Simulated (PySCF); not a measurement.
# Electron correlation in Xe (xenon, neutral)

[Xe], closed-shell 1S. All numbers are calculated (PySCF 2.14, a scalar-relativistic core potential, in aug-cc-pVDZ-PP with ECP28MDF). Frozen: 4s2 4p6 4d10; 8 electrons correlated.

MP2 pair energies summed by pair of shells (mhartree):

| pair | energy | share (%) |
| --- | --- | --- |
| 5p-5p | -86.52 | 81.8 |
| 5s-5p | -15.22 | 14.4 |
| 5s-5s | -4.05 | 3.8 |

Total MP2 correlation energy: -105.79 mhartree.

Same-spin part -29.21 and opposite-spin part -76.58 mhartree; SCS-MP2 scales them by 1/3 and 6/5 to -101.63 mhartree.

```tsv
level	correlation energy (mhartree)
CCSD	-115.45
(T)	-1.71
CCSD(T)	-117.16
```

Diagnostics: T1 = 0.0050, D1 = 0.0074, largest double amplitude 0.039.

Problem. Is a single reference adequate?

Solution. Yes, within this model without spin-orbit coupling: T1 lies below 0.03 and no double amplitude reaches 0.07.
